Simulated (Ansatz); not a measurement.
Consider the ligand exchange at a B–N bond: `CNB(F)S` + H–F → `FB(F)S` + CH₃NH₂.

Calculated with Ansatz (gas phase, PBE0-D4/def2-TZVP geometries, no zero-point term in ΔE). CCSD(T)/CBS is the MP2 limit (def2-TZVPP, def2-QZVPP) plus CCSD(T) − MP2 in def2-TZVPP, frozen cores. This one scheme is used for every species. DFT in def2-TZVPP. B3LYP here is the variant with VWN-RPA as its local correlation; programs differ in this. Each species was taken in one conformer, which may not be the lowest.

| level | ΔE (kcal/mol) | difference from CCSD(T)/CBS |
| --- | --- | --- |
| PBE-D4 | -4.9 | -0.6 |
| r2SCAN-D4 | -6.3 | -2.0 |
| ωB97X-V | -6.0 | -1.7 |
| B2PLYP | -6.6 | -2.3 |
| PBE | -6.0 | -1.7 |
| r2SCAN | -6.7 | -2.4 |
| PBE0 | -5.6 | -1.3 |
| B3LYP | -7.5 | -3.2 |
| HF/def2-TZVPP | -9.6 | -5.3 |
| MP2/def2-TZVPP | -4.2 | 0.1 |
| CCSD(T)/def2-TZVPP | -5.4 | -1.1 |
| MP2/def2-QZVPP | -3.6 | 0.7 |
| SCS-MP2/def2-QZVPP | -4.9 | -0.6 |
| HF/CBS(def2) | -9.7 | -5.4 |
| MP2/CBS(def2) | -3.1 | 1.2 |
| CCSD/CBS(def2) | -4.8 | -0.5 |
| CCSD(T)/CBS | -4.3 | 0 |

Largest T1 diagnostic among the species: 0.013.

The D4 term adds +1.8 kcal/mol with B3LYP and +1.0 kcal/mol with PBE0; it sums over pairs of atoms, weighted by their polarisabilities, and B3LYP, whose exchange is more repulsive, gets the larger term. In def2-TZVPP, CCSD(T) changes the Hartree–Fock value by +4.2 kcal/mol (the triples alone add +0.5 kcal/mol) and MP2 by +5.3 kcal/mol.
